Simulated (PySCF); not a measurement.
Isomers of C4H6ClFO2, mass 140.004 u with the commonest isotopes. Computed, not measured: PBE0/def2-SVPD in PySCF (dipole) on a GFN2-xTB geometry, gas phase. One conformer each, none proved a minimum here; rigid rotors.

Task: Order these by rotational constant A, smallest first.
A. `[CH3:1][O:2][CH2:3][C@H:4]([F:5])[C:6](=[O:7])[Cl:8]` with C1–O2–C3–C4 -179°, O2–C3–C4–F5 179°, C3–C4–C6–O7 -107°
B. `[F:1][C@H:2]([Cl:3])[CH:4]1[O:5][CH2:6][CH2:7][O:8]1` with F1–C2–C4–O5 55°, C2–C4–O5–C6 -91°, C4–O5–C6–C7 -18°, O5–C6–C7–O8 0°, C6–C7–O8–C4 17°
C. `[CH3:1][C@@:2]([F:3])([Cl:4])[CH2:5][C:6](=[O:7])[OH:8]` with C1–C2–C5–C6 67°, C2–C5–C6–O7 -57°, C5–C6–O8–H -179°

Result: A (2231 MHz), C (3185 MHz), B (3510 MHz).

Task: Order these by out-of-plane moment Σ m c² = (Ia + Ib − Ic)/2, smallest first.
A. `[CH3:1][C@@:2]([F:3])([Cl:4])[CH2:5][C:6](=[O:7])[OH:8]` with C1–C2–C5–C6 67°, C2–C5–C6–O7 -57°, C5–C6–O8–H -179°
B. `[F:1][C@H:2]([Cl:3])[CH:4]1[O:5][CH2:6][CH2:7][O:8]1` with F1–C2–C4–O5 55°, C2–C4–O5–C6 -91°, C4–O5–C6–C7 -18°, O5–C6–C7–O8 0°, C6–C7–O8–C4 17°
C. `[CH3:1][O:2][CH2:3][C@H:4]([F:5])[C:6](=[O:7])[Cl:8]` with C1–O2–C3–C4 -179°, O2–C3–C4–F5 179°, C3–C4–C6–O7 -107°

Result: A (55.30 u·Å²), B (62.41 u·Å²), C (86.45 u·Å²).

Task: Order these by dipole moment, smallest first.
A. `[CH3:1][C@@:2]([F:3])([Cl:4])[CH2:5][C:6](=[O:7])[OH:8]` with C1–C2–C5–C6 67°, C2–C5–C6–O7 -57°, C5–C6–O8–H -179°
B. `[F:1][C@H:2]([Cl:3])[CH:4]1[O:5][CH2:6][CH2:7][O:8]1` with F1–C2–C4–O5 55°, C2–C4–O5–C6 -91°, C4–O5–C6–C7 -18°, O5–C6–C7–O8 0°, C6–C7–O8–C4 17°
C. `[CH3:1][O:2][CH2:3][C@H:4]([F:5])[C:6](=[O:7])[Cl:8]` with C1–O2–C3–C4 -179°, O2–C3–C4–F5 179°, C3–C4–C6–O7 -107°

Result: A (1.87 D), B (2.04 D), C (3.40 D).

```
              SMILES  point group  Ia (u·Å²)  Ib (u·Å²)  Ic (u·Å²)      κ  μa (D)  μb (D)  μc (D)
  COC[C@H](F)C(=O)Cl           C1     226.57     449.39     503.05  -0.80    2.94    1.11    1.30
C[C@@](F)(Cl)CC(=O)O           C1     158.67     487.05     535.13  -0.92    1.42    0.38    1.14
   F[C@H](Cl)C1OCCO1           C1     143.99     426.14     445.31  -0.96    1.93    0.65    0.14
```
